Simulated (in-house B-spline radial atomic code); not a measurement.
Configurations of Rh⁺, with energies counted from [Kr] 4d8. All numbers are computed (scalar-relativistic (X2C) LDA exchange-only, spin-polarised, spherical fractional occupations; Fermi nucleus of rms radius 4.4945 fm) with a B-spline radial code for spherical atoms, not measured. Shells without spins written out take the highest spin.

Occupations are held fixed; configurations that lie above the ionisation limit could autoionise.

```csv
configuration,E - E(ref) (eV),highest orbital,its <r> (bohr)
"[Kr] 4d(4 up, 4 down)",0.73011,4d up,1.563
"[Kr] 4d(5 up, 2 down) 5d(1 up, 0 down)",11.782,5d up,5.913
[Kr] 4d7 4f1,13.922,4f up,8.668
[Kr] 4d7 5f1,15.036,5f up,14.91
[Ar] 3d9 4s2 4p6 4d9,304.22,4d down,1.49
[Ar] 3d9 4s2 4p6 4d8 5s1,307.34,5s up,2.81
[Ar] 3d9 4s2 4p6 4d8 5p1,312.5,5p up,3.528
```

Question: Order these further configurations by energy, lowest first.
A. [Ar] 3d10 4s2 4p5 4d8 5p1
B. [Kr] 4d(2 up, 5 down) 5p(0 up, 1 down)
C. [Ar] 3d10 4s2 4p5 4d8 5f1
D. [Kr] 4d(3 up, 4 down) 4f(0 up, 1 down)
E. [Ar] 3d10 4s2 4p5 4d8 5d1

Answer: B (6.5043 eV), D (15.545 eV), A (51.901 eV), E (57.157 eV), C (60.434 eV).

Question: How far above the reference does [Ar] 3d9 4s2 4p6 4d8 5d1 lie?

Answer: 317.73 eV; its least bound orbital is 5d up with <r> = 5.855 bohr.

Question: How far above the reference does [Ar] 3d(4 up, 5 down) 4s2 4p6 4d(3 up, 5 down) 4f(1 up, 0 down) lie?

Answer: 319.93 eV; its least bound orbital is 4f up with <r> = 8.826 bohr.
